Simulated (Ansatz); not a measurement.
Computed with Ansatz on PBE0-D4/def2-TZVP structures; ΔE is electronic, products minus reactants. CCSD(T)/CBS is the MP2 limit (def2-TZVPP, def2-QZVPP) plus CCSD(T) − MP2 in def2-TZVPP, frozen cores. This one scheme is used for every species. DFT in def2-TZVPP. Each species was taken in one conformer, which may not be the lowest.

Reaction (ligand exchange at the Si–N bond): `O[SiH](O)N[Si](F)(F)F` + `O[Si](F)(F)F` → `O[SiH](O)O[Si](F)(F)F` + `N[Si](F)(F)F`

| level | ΔE (eV) |
| --- | --- |
| LC-ωPBE | -0.57 |
| CCSD/def2-TZVPP | -0.59 |

Q: What does CCSD(T)/CBS give? (An estimate is asked.)

A: Ansatz gave: -0.58 eV. The listed levels differ from it by 0.01, -0.01 eV.

Largest T1 diagnostic among the species: 0.012.

At CCSD(T), def2-SVP lies +0.08 eV from the extrapolated value and def2-TZVPP +0.01 eV. From BLYP to BHLYP (50 % exact exchange), in def2-TZVPP and without D4, ΔE moves by −0.06 eV. In def2-TZVPP, CCSD(T) changes the Hartree–Fock value by +0.17 eV (the triples alone add +0.03 eV) and MP2 by +0.18 eV.
